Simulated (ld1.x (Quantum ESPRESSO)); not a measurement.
Building the TM potential for Se (LDA (PZ), scalar-relativistic).

* Element: selenium
* Generator: ld1.x (Quantum ESPRESSO) 7.5
* Type: norm-conserving Troullier–Martins (Kleinman–Bylander form)
* Functional: LDA (PZ)
* Relativity: scalar-relativistic
* Frozen core: [Ar] 3d10
* Valence charge: 6
* Reference configuration: 4s1 4p5
* Partial waves: 4p (bound): rc 1.35 bohr; 4s (bound): rc 1.30 bohr
* Local potential: the s channel
* Core correction: Bessel-smoothed model core, default radius (core density twice the valence density)

Results:

- Cutoffs needed: 60 Ry and 110 Ry (the cutoffs (Ry, on a coarse ladder) from which the occupation-weighted sum of valence levels, in a spherical-Bessel basis at the reference potential, stays within 10 and 1 mRy of its value at 400 Ry)
- Ghost test: ghost state, extra bound levels that the all-electron valence spectrum of the same l lacks: p at -158.0 eV; a true bound ghost makes a file unfit for plane-wave use (spherical-Bessel basis up to 400 Ry, 20 bohr box)
- Largest excitation error: -41 meV (all-electron minus pseudo) for 4s2 4p1, out of 7 test configurations

Generation and tests took about 1.4 s on one core of a shared server CPU.
